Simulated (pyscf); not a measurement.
Single points on ωB97X-D3(BJ)/def2-SVP structures (PySCF, gas phase).

Estimate the classical barrier height and the reaction energy of Cl–Ga [singlet] + HO–SiH₃ -> H₃Si–O–GaH–Cl at PBE0-D3(BJ)/def2-TZVP. The step runs on the singlet surface, breaks H–O and forms Ga–O, Ga–H; take the separated reactants as zero.

ΔE‡ = 1.61 eV, ΔE = -0.71 eV. CCSD(T)/def2-TZVPP + ΔMP2(QZVPP) gives 1.73 eV and -0.76 eV. Zero-point energy shifts the barrier by -0.13 eV. It is an insertion, with an imaginary mode of 1526i cm⁻¹. On the reactant side the descent ends in a bound adduct (not fully relaxed), 0.36 eV under the separated species and 2.12 eV under the saddle at ωB97X-D3(BJ)/def2-TZVP. This is the saddle that the search found; another between the same sides may lie lower. The CCSD(T) − MP2 part came from Ansatz, without density fitting, on the same reference. The frozen core leaves the outer d or s,p core shells of the metals and heavy elements correlated in the MP2 and CC values, and def2-TZVPP describes them poorly, which can shift differences by a few kcal/mol. Elements up to Kr have no core potential and no relativistic terms here.
